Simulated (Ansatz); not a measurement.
The same path of C2H8NOSb (13 atoms, charge 0, multiplicity 1) was run twice with different band settings. The coordinate that changes most is the height of N3 over the plane of its neighbours.

Theory: RKS B3LYP-D4/def2-SVP (Ansatz 0.2.0).

Relaxed end points:

```xyz
13
Properties=species:S:1:pos:R:3
C -1.252 -0.487 0.238
C 0.234 -0.385 -0.086
N 0.694 -1.631 -0.658
O 0.482 0.608 -1.067
Sb 0.732 2.540 -0.606
H -1.633 0.468 0.629
H -1.801 -0.747 -0.680
H -1.443 -1.261 1.000
H 0.782 -0.101 0.846
H 1.705 -1.606 -0.787
H 0.477 -2.415 -0.043
H 1.704 2.259 0.809
H -0.659 2.724 0.420
```

```xyz
13
Properties=species:S:1:pos:R:3
C -1.230 -0.496 0.348
C 0.266 -0.435 0.065
N 0.760 -1.734 -0.288
O 0.540 0.494 -0.993
Sb 0.739 2.469 -0.698
H -1.618 0.491 0.640
H -1.766 -0.816 -0.561
H -1.444 -1.211 1.156
H 0.803 -0.109 0.979
H 1.752 -1.673 -0.517
H 0.287 -2.062 -1.132
H 1.637 2.327 0.784
H -0.707 2.720 0.233
```

Common settings: movable images 5; climbing image yes; spring 5.0 eV/Å²; optimiser quadratic models (default); force threshold 0.03 eV/Å; iteration limit 60; end points relaxed.

| run | start path |
| --- | --- |
| 1 | through a guess of the saddle point |
| 2 | straight line |

**Question.** What does each run give, and how far can it be trusted?

**Answer.** Run 1: converged after 24 iterations, highest image 0.051 eV above the first end. A vibrational analysis at the climbing image gives one clearly imaginary mode, 432i cm⁻¹: a first-order saddle point.
Run 2: converged after 11 iterations, highest image 0.052 eV above the first end. Another band between the same ends (5 images) ends at a top of the same energy, where a vibrational analysis finds 1 clearly imaginary mode.
